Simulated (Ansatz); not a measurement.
BFH₂O₃Zn (`OB(O)[O][Zn][F]`). Charge 0, multiplicity 1.

```xyz
8

O    -1.415    0.022    1.456
B    -0.396    0.010    0.545
O    -0.589   -0.040   -0.839
O     0.885    0.047    0.956
Zn    2.029    0.024   -0.412
F     3.273    0.009   -1.628
H    -2.299   -0.005    1.090
H    -1.487   -0.068   -1.169
```

**Question.** What are the harmonic wavenumbers in cm⁻¹ at PBE0-D4/def2-TZVP (Ansatz, finite differences of forces, unscaled)? (Best estimate.)

**Answer.** The calculation gave: 54, 71, 145, 181, 318, 354, 475, 483, 639, 681, 748, 906, 940, 1038, 1346, 1497, 3911, 3931.

**Question.** Is this a minimum?

**Answer.** Yes, all 18 modes are real.

**Question.** Give the ideal-gas thermochemistry at 298.15 K and 1 bar (rigid rotor, harmonic oscillator; point group Cs, symmetry number 1).

**Answer.** Zero-point energy 106.0 kJ/mol; H(298) − E = 128.0 kJ/mol; entropy 366.2 J/(mol·K), of which translation 170.9, rotation 115.5, vibration 79.8; G(298) − E = 18.8 kJ/mol. Modes under 100 cm⁻¹ are hindered rotations or soft bends, so the harmonic entropy is rough.

**Question.** And at 400, 500, 600, 800 and 1000 K?

**Answer.** 
| T (K) | H − E (kJ/mol) | S (J/mol/K) | G − E (kJ/mol) |
| --- | --- | --- | --- |
| 400 | 139.6 | 399.8 | -20.3 |
| 500 | 152.4 | 428.2 | -61.7 |
| 600 | 166.0 | 453.1 | -105.8 |
| 800 | 195.2 | 494.9 | -200.8 |
| 1000 | 225.9 | 529.2 | -303.3 |
